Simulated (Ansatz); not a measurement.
Computed with Ansatz on PBE0-D4/def2-TZVP structures; ΔE is electronic, products minus reactants. CCSD(T)/CBS is the MP2 limit (def2-TZVPP, def2-QZVPP) plus CCSD(T) − MP2 in def2-TZVPP, frozen cores. DFT in def2-TZVPP. HSE06 is defined as in plane-wave codes. def2 core potentials past Kr. For Se, Sn outer-core shells are correlated without core-valence functions, which leaves a few kJ/mol of doubt a bond. Scalar relativity is left out up to krypton. Each species was taken in one conformer, which may not be the lowest.

`[Cl][SnH]([Cl])[SeH]` + `CO[SiH](C)F` → `C[O][SnH]([Cl])[Cl]` + `C[SiH](F)[SeH]`  (redistribution)

| level | ΔE (kJ/mol) | difference from CCSD(T)/CBS |
| --- | --- | --- |
| BLYP-D4 | 98.1 | -1.5 |
| BHLYP-D4 | 113.3 | 13.7 |
| ωB97M-V | 102.7 | 3.1 |
| PBE-QIDH | 103.4 | 3.8 |
| BLYP | 100.6 | 1.0 |
| r2SCAN | 99.7 | 0.1 |
| HSE06 | 101.8 | 2.2 |
| HF/def2-SVP | 116.7 | 17.1 |
| MP2/CBS(def2) | 100.6 | 1.0 |
| CCSD/CBS(def2) | 103.6 | 4.0 |
| CCSD(T)/CBS | 99.6 | 0 |

(1) What do rigid-rotor, harmonic-oscillator terms from PBE0-D4/def2-TZVP frequencies (298.15 K, 1 bar) make of the CCSD(T)/CBS value? (An estimate is asked.)

Largest T1 diagnostic among the species: 0.013.

Results:

(1) Computed: ΔZPE = -1.1 kJ/mol, ΔH = +98.0 kJ/mol, ΔS = -8 J/(mol·K), ΔG = +100.3 kJ/mol.

From BLYP to BHLYP (50 % exact exchange), in def2-TZVPP and without D4, ΔE moves by +13.6 kJ/mol. Leaving LDA and LC-ωPBE aside and taking each functional with its dispersion term where it has one, the values, not all of them listed here, spread over 23.3 kJ/mol, from revPBE-D4 to BHLYP-D4. LDA lies +5.4 kJ/mol from PBE without D4. In def2-TZVPP, CCSD(T) changes the Hartree–Fock value by −20.3 kJ/mol (the triples alone add −4.0 kJ/mol) and MP2 by −19.3 kJ/mol.
